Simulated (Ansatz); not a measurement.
In(OH)(SiH3)2 (H7InOSi2), SMILES [SiH3][In]([OH])[SiH3].

Geometry: PBE0-D3(BJ)/def2-SVP. The structure was generated by enumeration; whether it is a known compound was not checked. The def2 effective core potentials stand for the cores of In; spin–orbit coupling is left out. The values are those of a single conformer.

Two levels are set side by side: PBE/def2-SVPD (Ansatz, a first-principles code) and CAM-B3LYP/def2-SVPD (Ansatz). Energy differences of separate SCF runs at the same geometry; the states with an electron removed or added have multiplicity 2 and 2. Differences are taken from unrounded values.

| quantity | CAM-B3LYP | PBE | PBE minus CAM-B3LYP |
|---|---|---|---|
| vertical ionisation energy (eV) | 9.04 | 8.70 | -0.35 |
| vertical electron affinity (eV) | 0.44 | 0.47 | 0.03 |
| vertical singlet–triplet gap (eV) | 3.77 | 3.41 | -0.36 |
